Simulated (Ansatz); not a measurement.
Si3Ge. The state is a singlet with charge 0. Geometry r2SCAN-D4/def2-SVP; atoms count from 1.

```csv
atom,x (Å),y (Å),z (Å)
Si1,-0.716,0.160,0.958
Si2,-1.153,-1.536,-0.561
Si3,0.687,-0.187,-0.974
Ge4,1.181,1.563,0.577
```

The structure comes from a short search, and lower isomers may exist.

(1) Estimate the Mulliken populations from the PBE0/def2-TZVP orbitals of Ansatz.

(2) And the Mayer bond orders between bonded heavy atoms (over 0.3)?

Results:

(1) 
```
atom  charge (e)
 Si1       -0.07
 Si2        0.03
 Si3       -0.07
 Ge4        0.10
```
Mulliken values and Mayer orders depend strongly on the basis.

(2) Si1–Si2 1.11 (2.32 Å); Si1–Si3 1.04 (2.41 Å); Si1–Ge4 1.04 (2.39 Å); Si2–Si3 1.11 (2.32 Å); Si3–Ge4 1.04 (2.39 Å). Values over 0.3 also appear between atoms too far apart for a bond (Si2–Ge4 0.42 at 4.04 Å); they arise where an orbital or an unpaired electron spreads over both atoms.
